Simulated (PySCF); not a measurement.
Te(H)(SiH3) (H4SiTe), SMILES [SiH3][TeH].

Geometry: B3LYP-D3(BJ)/def2-TZVP. The def2 effective core potentials stand for the cores of Te; spin–orbit coupling is left out.

The numbers are results of B3LYP-D3(BJ)/def2-TZVP (PySCF), not measurements.

Frequencies are harmonic and unscaled.

| mode | ν (cm⁻¹) | IR (km/mol) | moving atoms (share of kinetic energy) |
|---|---|---|---|
| 1 | 144 | 0.1 | H 99 % |
| 2 | 327 | 6.7 | Si 72 %, Te 20 % |
| 3 | 440 | 10.2 | H 97 % |
| 4 | 555 | 5.0 | H 93 % |
| 5 | 657 | 14.1 | H 92 % |
| 6 | 896 | 388.1 | H 92 % |
| 7 | 940 | 49.1 | H 97 % |
| 8 | 963 | 58.1 | H 97 % |
| 9 | 2114 | 32.9 | H 99 % |
| 10 | 2227 | 80.8 | H 99 % |
| 11 | 2240 | 85.5 | H 96 % |
| 12 | 2246 | 84.0 | H 96 % |
